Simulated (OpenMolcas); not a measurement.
Nd III: from CASSCF to CASPT2

- Program: OpenMolcas 26.06
- Basis: ANO-RCC-VDZ [7s6p4d2f]
- Scalar Hamiltonian: DKH4, point nucleus
- Active space: 4 electrons in 7 orbitals (4f)
- State averaging: 2S+1 = 5 even, 35 roots (30 in the spin-orbit step); 2S+1 = 3 even, 210 roots (60 in the spin-orbit step); 2S+1 = 1 even, 196 roots (0 in the spin-orbit step)
- Spin-orbit coupling: RASSI with atomic mean-field integrals over the reference wave functions, term energies averaged over their components

Methods on the same reference wave functions:
A. CASSCF
B. SS-CASPT2, IPEA 0.25 Eh, imaginary shift 0.1 Eh (closed shells correlated: 5s 5p)

Energies in eV above 4f4 5I4, the measured ground level; measured values from Ding et al., The Spectrum and Energy Levels of the Low-lying Configurations of Nd III (preprint, 2023).

```json
{"Level": "4f4 5I4", "A": "0.0000", "B": "0.0000", "Measured": "0.0000"}
{"Level": "4f4 5I5", "A": "0.1472", "B": "0.1491", "Measured": "0.1411"}
{"Level": "4f4 5I6", "A": "0.3130", "B": "0.316", "Measured": "0.2960"}
{"Level": "4f4 5I7", "A": "0.4916", "B": "0.494", "Measured": "0.4605"}
{"Level": "4f4 5I8", "A": "0.6775", "B": "0.678", "Measured": "0.6315"}
{"Level": "4f4 5F1", "A": "1.7950", "B": "1.596", "Measured": ""}
{"Level": "4f4 5F2", "A": "1.8629", "B": "1.665", "Measured": "1.3358"}
{"Level": "4f4 5F3", "A": "1.9575", "B": "1.760", "Measured": "1.4165"}
{"Level": "4f4 5S2", "A": "2.0059", "B": "1.833", "Measured": ""}
{"Level": "4f4 5F4", "A": "2.0636", "B": "1.866", "Measured": "1.5103"}
{"Level": "4f4 5F5", "A": "2.1707", "B": "1.970", "Measured": "1.6379"}
{"Level": "4f4 3K6", "A": "2.1793", "B": "2.015", "Measured": "1.7437"}
{"Level": "4f4 3K7", "A": "2.3178", "B": "2.155", "Measured": "1.8788"}
{"Level": "4f4 3K8", "A": "2.5328", "B": "2.372", "Measured": "2.0407"}
```

Deviations, from unrounded energies. A percentage is the sum of absolute deviations over the sum of measured energies, with the sign that they share, or ± where signs differ.

```csv
Against measurement,Levels,A,B
mean absolute deviation (cm-1),11,2700,1700
fine structure of the ground term (%),4,+6.6,+7.1
other terms of the ground configuration (%),7,+30.4,+19.4
```

B lies closest to measurement on these levels. The largest miss of B in the table is 4f4 5F4, by +2900 cm-1. The ranking rests on the paired levels alone, and a cruder setting can come out closer through cancelling errors.

From A to B the spin-free energies of the other terms of 4f4 shown, above 5I, scale by factors of 0.88 to 0.91, as is usual when dynamic correlation screens the repulsion within a d or f shell.

The lowest spin-free term lies below A's lowest term by 0.211 hartree in B.

CASPT2 does not keep the components of a term degenerate, so their means are used; among the terms shown or strongly mixed into the levels shown the widest spread is 650 cm-1 (4f4 5I, B). High states are left out of the spin-orbit mixing, which shifts the levels that they would mix with. Without dynamic correlation excited terms often stand tens of per cent too high (terms of higher spin than the ground term too low), and those without a measured partner can miss by more than the paired ones (holds for A). Some levels mix across a computed gap that differs much from the measured one, so their mixing is not that of the real levels (holds for A). The CASPT2 spread within a term exceeds the gap to the next term for 4f4 5F and 4f4 5S, so the order of their levels is uncertain, and so are names and mixing where such terms share a J (holds for B). Some terms miss by over 15 % even with CASPT2, which points to a basis or an active space too small for the shells correlated (holds for B). Measured partners are found by configuration, term and J. A level has none where our copy of the source lacks it or the pairing is in doubt (some pairs that miss far off the trend of their configuration count as doubtful), and it then counts in no deviation. Levels of configurations outside the active space are missing. The table leaves out levels that lie high or whose names do not pair safely across all columns.
